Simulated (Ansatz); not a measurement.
Sb2, charge -1, doublet, geometry from GFN2-xTB (a state made from the parent by changing its charge; the spin is typed, not shown lowest) (all electrons, no relativity) (a gas-phase anion, which may not be bound at this level); B3LYP-D3BJ/STO-3G run with Ansatz (a quantum-chemistry and plane-wave program).

The Ansatz input:
Ansatz 0.2 input:
```yaml
crystal:
  periodic: [false, false, false]
  atoms:
    - {symbol: Sb, position_ang: [-0.00000000, -0.00000000, -1.26045579]}
    - {symbol: Sb, position_ang: [0.00000000, 0.00000000, 1.26045579]}
basis:
  gaussian:
    orbitals: STO-3G
hamiltonian:
  xc: b3lyp
  dispersion: d3bj
total_charge: -1
magnetization: {spin_polarized: true, initial_magnetization: 1}
```

Q: What does Ansatz print? Leave out banner, timings and long lists.

A: 
```
Functional definition: B3LYP
532 factors; integrals over basis functions are off by at most 1.5e-5 eV
mean field evaluation 1: about -340326.3869 eV, gradient 1.7e0 eV
mean field evaluation 2: about -340326.4378 eV, gradient 2.1e-1 eV
mean field evaluation 4: about -340326.4448 eV, gradient 2.0e-1 eV
mean field evaluation 8: about -340326.4455 eV, gradient 2.1e-4 eV
mean field evaluation 16: about -340326.4455 eV, gradient 7.0e-7 eV
mean field -340326.44550679 eV, -12506.7661908245 hartree, gradient 1.5e-7 eV, S^2 0.750236; 3 other end points of the search recorded, 0 dependent functions left out
reference -340326.44568636 eV, -12506.7661974236 hartree; 52, 51 occupied and 2, 3 virtual orbitals, 532 factors
Total energy: -340326.57357592 eV, -12506.7708972783 hartree
```
